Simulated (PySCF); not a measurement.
Excitation energy of Nb(2+) by level of theory

Nb(2+) [Kr] 4d3 (4F) → Nb(2+) [Kr] 4d2 5s1 (4F), as a difference of total energies. Calculation: PySCF 2.14, in def2-TZVPPD with the def2 core potential (28 electrons) (6s4p3d2f1g, 56 functions); scalar relativity through the core potential. Correlated levels: valence: 4s2 4p6 frozen. The calculations carry no spin-orbit coupling.

```csv
method,excitation energy (eV)
UHF,3.092
MP2 (valence),3.163
SCS-MP2 (valence),3.116
CCSD (valence),3.163
CCSD(T) (valence),3.163
```

Question: How much does correlation contribute at CCSD(T) (valence)?

Answer: 3.163 − (3.092) = 0.071 eV, measured against UHF.
